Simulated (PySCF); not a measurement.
XPS shifts beside NMR shieldings

C6H13N2 (charge +1).
Atom-mapped SMILES: `[CH2:1]=[N:2][CH:3]1[CH2:4][N+:5]([CH3:6])([CH3:7])[CH2:8]1`

Binding energies: delta-SCF UKS SCAN, pcX-2 on the ionised atom, pcseg-1 elsewhere, spin-free X2C in PySCF. Shieldings: GIAO KT3/pcSseg-1, non-relativistic, same geometry.

```
atom  C 1s (eV)
  C1     295.64
  C3     296.22
  C4     296.53
  C6     296.40
  C7     296.70
```

Q: What are the absolute isotropic shieldings of these atoms?

A: 
```json
{"atom": "C1", "environment": "imine carbon", "C 1s (eV)": "295.64", "isotropic shielding (ppm)": "26.7"}
{"atom": "C3", "environment": "sp3 carbon bound to nitrogen", "C 1s (eV)": "296.22", "isotropic shielding (ppm)": "123.0"}
{"atom": "C6", "environment": "N-methyl carbon", "C 1s (eV)": "296.40", "isotropic shielding (ppm)": "128.3"}
{"atom": "C4", "environment": "sp3 carbon bound to nitrogen", "C 1s (eV)": "296.53", "isotropic shielding (ppm)": "108.9"}
{"atom": "C7", "environment": "N-methyl carbon", "C 1s (eV)": "296.70", "isotropic shielding (ppm)": "127.9"}
```

Q: Among the listed atoms, is the one with the highest binding energy also the least shielded?

A: No. The highest binding energy is at C7 (296.70 eV, shielding 127.9 ppm), the lowest shielding at C1 (26.7 ppm, 295.64 eV).

By binding energy: C1 < C3 < C6 < C4 < C7. By shielding: C1 < C4 < C3 < C7 ≈ C6.

Of atoms equivalent by bonding only the ionised one is listed; its partners' own values can differ in this conformer. The species carries charge +1, so core ionisation leaves charge +2. Isolated species at its PBE0-D3(BJ)/def2-SVP geometry (one conformer only).

Conformer computed: `[CH2:1]=[N:2][CH:3]1[CH2:4][N+:5]([CH3:6])([CH3:7])[CH2:8]1`: C1–N2–C3–C4 133°.
